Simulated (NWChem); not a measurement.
C3H4F2; SMILES CC=C(F)F

All runs: NWChem. Pople sets run with spherical d functions. All runs use the structure optimised with B3LYP/6-31G* (spherical d). Level: B3LYP/6-31G* with SMD (1 M gas to 1 M solution), gas-phase geometry.

Task: Predict the results for solvent toluene. Quantities: solvation free energy (kcal/mol); cavity-dispersion-structure term (kcal/mol); dipole in solution (D).

Result: 
| Quantity | Value |
|---|---|
| solvation free energy (kcal/mol) | -1.1 |
| cavity-dispersion-structure term (kcal/mol) | -0.1 |
| dipole in solution (D) | 1.61 |
